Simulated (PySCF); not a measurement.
Job file and geometry (Å, from GFN2-xTB) of an NMR shielding run on `C[C@H]1C[C@@H](C(F)F)C1`, C$_{6}$H$_{10}$F$_{2}$, GIAO PBE0/pcSseg-1 NMR shielding, non-relativistic, gas phase in PySCF 2.14.0, density-fitted response routines; density fitting, a coarse starting grid and PySCF grid level 2 are the driver's defaults:

```
$ OMP_NUM_THREADS=1 python probes_run.py task.json out

{"job": {"kind": "nmr", "xc": "PBE0", "basis": "pcSseg-1"}, "charge": 0, "multiplicity": 1}
C      2.083844    -0.225080    -0.712730
C      1.147066     0.064166     0.445516
C      0.084829     1.154839     0.203651
C     -1.021817     0.165473     0.606285
C     -2.112647    -0.033799    -0.425634
F     -2.950650    -1.038385    -0.061322
F     -2.886191     1.076715    -0.538032
C      0.021348    -0.962618     0.681449
H      2.742719     0.622753    -0.887963
H      1.519329    -0.416814    -1.622956
H      2.696482    -1.097968    -0.496981
H      1.729096     0.250954     1.349247
H      0.018270     1.467569    -0.836662
H      0.162146     2.039677     0.829451
H     -1.494449     0.394594     1.562272
H     -1.727888    -0.271890    -1.430376
H      0.056663    -1.496146     1.627616
H     -0.076910    -1.687724    -0.124482
```

**Question.** Write the output of this run.

**Answer.** 
```
coarse grid: 14888 points
cycle   1  E = -433.6517380824  dE =  1.002e+00  |g| = 7.169e-01  |ddm| = 3.656e+00
cycle   2  E = -433.5866386154  dE =  6.510e-02  |g| = 9.843e-01  |ddm| = 1.014e+00
cycle   3  E = -433.7463271021  dE = -1.597e-01  |g| = 6.193e-02  |ddm| = 5.866e-01
cycle   4  E = -433.7469080966  dE = -5.810e-04  |g| = 3.255e-02  |ddm| = 6.613e-02
cycle   5  E = -433.7471411501  dE = -2.331e-04  |g| = 5.503e-03  |ddm| = 3.002e-02
cycle   6  E = -433.7471468834  dE = -5.733e-06  |g| = 1.959e-03  |ddm| = 6.338e-03
final grid: 144176 points
cycle   7  E = -433.8100562520  dE = -5.468e-05  |g| = 1.043e-02  |ddm| = 3.354e-02
cycle   8  E = -433.8100381157  dE =  1.814e-05  |g| = 1.418e-02  |ddm| = 2.043e-02
cycle   9  E = -433.8100820089  dE = -4.389e-05  |g| = 9.543e-04  |ddm| = 1.162e-02
cycle  10  E = -433.8100821610  dE = -1.522e-07  |g| = 2.675e-04  |ddm| = 8.712e-04
cycle  11  E = -433.8100821716  dE = -1.064e-08  |g| = 7.597e-05  |ddm| = 2.075e-04
cycle  12  E = -433.8100821728  dE = -1.198e-09  |g| = 1.794e-05  |ddm| = 7.295e-05
cycle  13  E = -433.8100821729  dE = -6.344e-11  |g| = 3.688e-06  |ddm| = 1.557e-05
converged SCF energy = -433.8100821729

GIAO shielding tensors (ppm)
atom      isotropic    diamagn.    paramagn.     s11        s22        s33       span
  0 C      161.170     245.637     -84.467    147.561    151.435    184.515     36.954
  1 C      160.637     250.884     -90.247    150.860    161.693    169.357     18.497
  2 C      157.433     249.222     -91.789    140.176    150.296    181.826     41.650
  3 C      153.360     253.217     -99.857    138.468    154.024    167.589     29.121
  4 C       58.102     243.694    -185.592     43.593     59.756     70.956     27.363
  5 F      310.573     470.508    -159.935    224.652    339.300    367.768    143.116
  6 F      310.605     470.521    -159.916    224.634    339.335    367.847    143.213
  7 C      157.358     249.227     -91.868    140.039    150.263    181.774     41.735
  8 H       30.491      28.679       1.812     26.290     27.684     37.499     11.209
  9 H       30.918      30.147       0.771     27.146     30.580     35.026      7.880
 10 H       30.485      28.669       1.817     26.280     27.676     37.501     11.221
 11 H       29.481      32.063      -2.582     25.307     28.676     34.461      9.154
 12 H       30.344      31.678      -1.334     26.965     30.024     34.042      7.077
 13 H       29.305      31.129      -1.824     25.832     27.060     35.022      9.190
 14 H       29.177      31.387      -2.210     25.836     28.622     33.073      7.237
 15 H       25.794      29.252      -3.458     24.463     25.486     27.434      2.971
 16 H       29.297      31.119      -1.822     25.828     27.051     35.012      9.184
 17 H       30.337      31.666      -1.330     26.961     30.008     34.041      7.080
```

Size and cost of the density-fitted run: 186 basis functions, 24 s wall time on 1 thread of an Arm Neoverse V1, shared host; peak memory 0.83 GiB.
